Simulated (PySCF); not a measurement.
Ionisation energy of Mn⁺ by level of theory

Mn⁺ [Ar] 3d5 4s1 (7S) → Mn²⁺ [Ar] 3d5 (6S), as a difference of total energies. All numbers are calculated (PySCF 2.14, the non-relativistic Hamiltonian (point nucleus), in def2-TZVP (6s4p4d1f, 45 functions)). Correlated levels: valence: [Ar] frozen. The calculations carry no spin-orbit coupling.

```tsv
method	ionisation energy (eV)
UHF	14.693
r2SCAN	15.935
M06-L	15.216
MP2 (valence)	15.028
SCS-MP2 (valence)	14.805
```

Task: How much does correlation contribute at MP2 (valence)?

Result: 15.028 − (14.693) = 0.335 eV, measured against UHF.

These non-relativistic numbers lack the scalar-relativistic shift.

Errors of the correlated levels include the incompleteness of this basis and the frozen core.

For comparison: 15.640 eV (measured; NIST Atomic Spectra Database, ionization energies).
